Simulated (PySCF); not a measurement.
# Electron correlation in Sc²⁺ (scandium, charge +2)

[Ar] 4s1, 2S determinant (an excited configuration). Computed with PySCF 2.14 in def2-TZVPPD (6s6p4d2f1g, 67 functions), with no relativity, point nucleus. Frozen: [Ne]; 9 electrons correlated.

```csv
level,correlation energy (mhartree)
CCSD,-212.76
(T),-3.61
CCSD(T),-216.37
```

Diagnostics: T1 = 0.0054, D1 = 0.0224, largest double amplitude 0.035.

Q: Is a single reference adequate?

A: Yes: T1 lies below 0.03 and no double amplitude reaches 0.07.

This basis was not built for core-valence correlation, so the inner-shell part is incomplete.
